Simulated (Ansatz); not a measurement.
Kohn–Sham single points on `C[P+](C)(C)[Fe-5]([C]#[O+])([C]#[O+])([C]#[O+])[C]#[O+]`.

```yaml
crystal:
  periodic: [false, false, false]
  atoms:
    - {symbol: C, position_ang: [-1.877677, 0.374670, 0.947097]}
    - {symbol: P, position_ang: [-0.316598, -0.354817, 0.354755]}
    - {symbol: C, position_ang: [-0.871816, -1.982194, -0.244833]}
    - {symbol: C, position_ang: [0.518286, -0.798996, 1.912227]}
    - {symbol: Fe, position_ang: [0.857694, 0.917167, -1.015115]}
    - {symbol: C, position_ang: [0.919607, 2.099083, 0.310523]}
    - {symbol: O, position_ang: [0.944282, 2.841378, 1.179371]}
    - {symbol: C, position_ang: [0.729827, -0.339143, -2.269707]}
    - {symbol: O, position_ang: [0.643087, -1.150590, -3.068414]}
    - {symbol: C, position_ang: [2.623183, 0.776267, -1.019209]}
    - {symbol: O, position_ang: [3.764762, 0.704092, -1.040190]}
    - {symbol: C, position_ang: [0.011869, 2.075406, -2.054264]}
    - {symbol: O, position_ang: [-0.511725, 2.831494, -2.734771]}
    - {symbol: H, position_ang: [-2.395211, -0.295353, 1.638203]}
    - {symbol: H, position_ang: [-2.521701, 0.581986, 0.091176]}
    - {symbol: H, position_ang: [-1.670946, 1.319976, 1.451550]}
    - {symbol: H, position_ang: [-0.009819, -2.588574, -0.526666]}
    - {symbol: H, position_ang: [-1.437461, -2.501736, 0.531719]}
    - {symbol: H, position_ang: [-1.503109, -1.858585, -1.125914]}
    - {symbol: H, position_ang: [-0.126444, -1.407095, 2.551672]}
    - {symbol: H, position_ang: [0.800334, 0.108945, 2.447846]}
    - {symbol: H, position_ang: [1.429555, -1.353377, 1.682911]}
basis:
  gaussian: {orbitals: def2-TZVPP}
hamiltonian: {xc: lda}
output: {orbitals: {seedname: orbitals}}
```

```sh
$ ansatz run in.yaml --threads 11 --pin off --events-out ev --progress --plain --max-ram 110592MiB --backend cuda --devices 0, --max-vram 75GiB
```

Shortened log:

```
Functional definition: SPW92
3153 factors; their error is unknown
mean field evaluation 1: about -59011.0793 eV, gradient 1.7e2 eV
mean field evaluation 2: about -58635.1531 eV, gradient 4.1e2 eV
mean field evaluation 4: about -58914.9196 eV, gradient 3.5e2 eV
mean field evaluation 8: about -59055.5823 eV, gradient 6.0e-1 eV
mean field -59055.58270774 eV, -2170.2526351978 hartree, gradient 1.0e-5 eV, S^2 0.000000; 0 other end points of the search recorded, 0 dependent functions left out
reference -59055.58276079 eV, -2170.2526371475 hartree; 62, 62 occupied and 511, 511 virtual orbitals, 3153 factors
Total energy: -59055.58276079 eV, -2170.2526371475 hartree
```

Hardware: 11 threads of an AMD EPYC 7R13 on a shared host and a whole NVIDIA H100 80 GB. Wall time 2.1 s, peak host memory 1.1 GiB.

Changing it to `hamiltonian: {xc: {name: CAM-B3LYP}, dispersion: d4}` (abridged; 2.8 s):

```
Functional definition: CAM-B3LYP
mean field evaluation 16: about -59274.8142 eV, gradient 1.4e-5 eV
mean field -59274.81415053 eV, -2178.3092421201 hartree, gradient 1.4e-5 eV, S^2 0.000000
Total energy: -59275.58265014 eV, -2178.3374839595 hartree
```

With the line `hamiltonian: {xc: {name: r2SCAN0}, dispersion: d4}` (abridged; 2.5 s):

```
Functional definition: r2SCAN0
mean field -59266.30268731 eV, -2177.9964516160 hartree, gradient 1.7e-5 eV, S^2 0.000000
Total energy: -59266.58230112 eV, -2178.0067272340 hartree
```

The same input with `hamiltonian: {xc: {name: revPBE}, dispersion: d4}` (abridged; 2.1 s):

```
Functional definition: revPBE
mean field -59272.60614812 eV, -2178.2280995281 hartree, gradient 1.4e-5 eV, S^2 0.000000
Total energy: -59274.86598034 eV, -2178.3111468302 hartree
```

Changing it to `hamiltonian: {xc: {name: r2SCANh}, dispersion: d4}` (abridged; 2.5 s):

```
Functional definition: r2SCANh
mean field -59269.64356656 eV, -2178.1192266639 hartree, gradient 1.1e-5 eV, S^2 0.000000
Total energy: -59269.89793853 eV, -2178.1285746614 hartree
```

The same input with `hamiltonian: {xc: {name: wB97X-V}}` (abridged; 3.5 s):

```
Functional definition: wB97X-V
mean field evaluation 16: about -59269.3896 eV, gradient 8.1e-2 eV
mean field -59269.38957277 eV, -2178.1098925640 hartree, gradient 6.6e-5 eV, S^2 0.000000
Total energy: -59269.38957014 eV, -2178.1098924674 hartree
```
